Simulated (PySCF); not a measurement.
## Bromine: a sound run and one with changed settings

Sound run: Br [Ar] 3d10 4s2 4p5, Br+ [Ar] 3d10 4s2 4p4. All numbers are calculated (PySCF 2.14, a scalar-relativistic core potential, in cc-pVDZ-PP with ECP10MDF). In the sound run the correlated levels freeze 3s2 3p6 3d10 outside the core potential. The sound run starts from symmetry-adapted Hartree-Fock orbitals and uses a fine grid where one is needed.

Changed run: initial guess atom, at most 50 SCF cycles.

```csv
species,method,sound run (hartree),changed run (hartree),converged
Br,UHF,-415.47367,-415.47367,yes
Br,PBE,-416.78436,-416.78436,yes
Br,CCSD(T),-415.58118,-415.58118,yes
Br+,LDA,-415.75554,-415.75554,yes
Br+,MP2,-415.15109,-415.15109,yes
```

Here the plain start reaches the same solutions.
